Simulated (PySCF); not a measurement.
## NbN at ROHF

Computed with ROHF; Nb def2-TZVPP with ECP28, N def2-TZVPP; scalar-relativistic core potentials (PySCF 2.14).

For NbN, the state is ³Δ (triplet), unpaired electrons σ ↑, δ ↑, the bond length is 3.024 bohr and the harmonic wavenumber is 1231 cm⁻¹. The force constant is 10.9 mdyn/Å and the rotational constant Be is 0.5411 cm⁻¹. The anharmonicity ωexe is 2.89 cm⁻¹. The vibration–rotation constant αe is 0.00197 cm⁻¹ and the bond order (Mayer) is 2.93. The dipole moment (positive dipole means Nb(−)N(+)) is -3.72 D.

These are scalar-relativistic numbers at best; spin–orbit coupling would shift them, the dissociation energy most. UHF is strongly spin-contaminated for NbN, so the ROHF reference used there is far from stable. Hartree–Fock leaves out correlation, which carries a large part of most bond energies and some tenths to 1 eV of ionisation energies. The state is the lowest single determinant that the PBE0 search found; with open d or f shells the true ground state can be another one.
